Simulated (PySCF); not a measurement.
Computed with CAM-B3LYP-D3(BJ)/def2-TZVP run with PySCF. All species are isolated molecules in the gas phase. One relaxed conformer stands for a flexible species; it need not be the lowest. 

Reference species (SMILES): `[NH2][InH][NH2]` (neutral, multiplicity 1).

The HOMO–LUMO gap comes out as 8.36 eV and the HOMO is -7.98 eV.

Changed species: `[InH3]` (whole molecule; the reference has whole molecule).

Give the shifts of the HOMO–LUMO gap and HOMO.

the HOMO–LUMO gap rises by 0.07 eV, to 8.43 eV; the HOMO falls by 1.57 eV, to -9.55 eV.
